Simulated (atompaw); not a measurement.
**A failed generation for lithium (Li)**

Input:

```
Li 3
GGA-PBE scalarrelativistic loggrid 1500 logderivrange -6 5 276
2 2 0 0 0 0
2 0 0.75
2 1 0.25
0 0 0
v
v
v
1
3.00 2.30 2.60 2.00
n
y
-0.18
n
bloechl sinc
2 0 troulliermartins
PWSCFOUT
UPFDX 0.0125d0 UPFXMIN -7.d0 UPFZMESH 3.d0
END
```

```bash
atompaw < Li.input > Li.log
```

End of the output:

```
    2        6.24821311E+00
    3        6.62894395E+00
    4        5.21611490E+01

The overlap operator has at least one negative eigenvalue!
It might be not positive definite...
Program is stopping.
This probably means that your projectors are too similar
or that your PAW basis is incomplete.
Advice: try to change your input parameters (f.i. : reference energies).
```

Question: Why did it fail, and what change makes it run?

Answer: The run stopped because the overlap operator built from these waves and projectors is not positive definite. A run that differs only in the following succeeds: wave 2p channel at -0.18 Ry becomes 2p channel at 2.05 Ry. This is one of several that fit.
